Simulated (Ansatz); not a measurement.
Reaction (substitution at a C–S bond): `CS[SiH2]N` + `N[SiH](O)O` → `CN[SiH](O)O` + `N[SiH2]S`

Gas-phase electronic energies from Ansatz, PBE0-D4/def2-TZVP geometries. CCSD(T)/CBS adds triple-zeta CCSD(T) − MP2 to the extrapolated MP2 energy (def2 sets, frozen cores). This one scheme is used for every species. Functionals use def2-TZVPP. B3LYP here is the variant with VWN-RPA as its local correlation; programs differ in this. One conformer a species, not always the lowest.

(1) Is it downhill or uphill in electronic energy at CCSD(T)/CBS, and by how much? (Estimate.)

(2) What do these levels give: PBE0-D4, ωB97X-V, ωB97M-V, B2PLYP, B3LYP, HF/def2-TZVPP, MP2/def2-TZVPP, SCS-MP2/def2-TZVPP, CCSD/def2-TZVPP, CCSD(T)/def2-TZVPP, HF/def2-QZVPP, MP2/CBS(def2)? (Best estimate.)

Largest T1 diagnostic among the species: 0.011.

## Answers

(1) Ansatz gave: Uphill: ΔE = +7.3 kcal/mol.

(2) Computed: PBE0-D4 7.0, ωB97X-V 6.4, ωB97M-V 6.9, B2PLYP 6.8, B3LYP 6.3, HF/def2-TZVPP 4.8, MP2/def2-TZVPP 7.7, SCS-MP2/def2-TZVPP 6.9, CCSD/def2-TZVPP 6.1, CCSD(T)/def2-TZVPP 6.6, HF/def2-QZVPP 4.8, MP2/CBS(def2) 8.4 kcal/mol.

In def2-TZVPP, CCSD(T) changes the Hartree–Fock value by +1.8 kcal/mol (the triples alone add +0.5 kcal/mol) and MP2 by +2.9 kcal/mol.
